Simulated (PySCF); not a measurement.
A PySCF script (with the pyscf-properties extension) for the NMR shieldings of SMILES [SiH3]OCc1cscc1O[SiH3], C₅H₁₀O₂SSi₂, on a GFN2-xTB geometry:

```python
import basis_set_exchange as bse
import numpy as np
from pyscf import gto, dft
from pyscf.prop import nmr

atoms = """
Si    3.364734    1.882598   -0.075521
O     2.291060    0.695978   -0.326436
C     0.935806    0.675362   -0.013769
C     0.304747   -0.621001   -0.413506
C     0.928241   -1.669072   -1.005075
S    -0.143089   -2.979004   -1.306361
C    -1.462323   -2.112238   -0.625532
C    -1.085058   -0.879328   -0.193043
O    -1.868871    0.044596    0.386069
Si   -3.449498    0.072109    0.773944
H     3.480996    2.203213    1.350896
H     4.541723    1.238338   -0.630250
H     2.975158    3.110990   -0.775944
H     0.413590    1.497622   -0.524044
H     0.790994    0.824276    1.066047
H     1.960168   -1.742219   -1.280913
H    -2.436751   -2.553751   -0.580715
H    -3.768888   -0.997755    1.720702
H    -4.279682   -0.084258   -0.421569
H    -3.498206    1.404222    1.353201
"""
names = dict.fromkeys(["Si", "O", "C", "S", "H"], "pcSseg-1")
basis = {el: gto.basis.parse(bse.get_basis(n, elements=[el], fmt="nwchem")) for el, n in names.items()}
mol = gto.M(atom=atoms, basis=basis, charge=0, verbose=0)
mf = dft.RKS(mol, xc="PBE0")
mf.grids.level = 2
mf.grids.alignment = dft.numint.BLKSIZE   # the property module wants whole blocks of grid points
mf.conv_tol = 1e-9
mf.kernel()

calc = nmr.RKS(mf)   # GIAO
C = mf.mo_coeff
Co = C[:, mf.mo_occ > 0]
resp = mf.gen_response(singlet=True, hermi=2)
def vind(x):   # induced exchange potential for any number of trial vectors
    d = np.einsum("pi,xij,qj->xpq", C, 2 * x.reshape(-1, C.shape[1], Co.shape[1]), Co, optimize=True)
    return np.einsum("xpq,pi,qj->xij", resp(d - d.transpose(0, 2, 1)), C, Co, optimize=True).ravel()
mo1, _ = nmr.rhf.solve_mo1(calc, with_cphf=vind)
sigma = calc.kernel(mo1)
for i, s in enumerate(sigma):   # ppm
    print("%2d %-2s %9.2f" % (i, mol.atom_pure_symbol(i), np.trace(s) / 3))
```

Task: What does it print?

Result: 
```
 0 Si    384.47
 1 O     331.60
 2 C     119.88
 3 C      48.16
 4 C      59.60
 5 S     339.26
 6 C      79.55
 7 C      31.86
 8 O     259.27
 9 Si    388.93
10 H      26.65
11 H      26.69
12 H      26.65
13 H      26.72
14 H      26.72
15 H      24.58
16 H      25.65
17 H      26.53
18 H      26.53
19 H      26.70
```

These numbers come from an equivalent density-fitted implementation of the same equations, which agrees with the script to about 0.01 ppm for H and up to a few tenths of a ppm for heavy atoms, so last digits may differ.

Task: Turn these shieldings into chemical shifts. Scale: ²⁹Si (σref 349.16) and ¹³C (σref 186.93) and ¹H (σref 31.72) vs TMS; ¹⁷O (σref 336.08) vs H2O; ³³S (σref 503.73) vs CS2 (reference shieldings calculated alike).

Result: Averaging equivalent atoms: Si 0: -35.3; Si 9: -39.8; O 8: 76.8; O 1: 4.5; C 7: 155.1; C 3: 138.8; C 4: 127.3; C 6: 107.4; C 2: 67.0; S 5: 164; H 15: 7.14; H 16: 6.07; H 17/18/19: 5.13; H 10/11/12: 5.06; H 13/14: 5.00 ppm. Experimental scales use liquid or dissolved standards, which lie at an offset from isolated H2O (liquid H2O: subtract about 36 ppm).

Size and cost of the density-fitted run: 241 basis functions, 110 s wall time on 1 thread of an Arm Neoverse N1, shared host; peak memory 1.1 GiB.
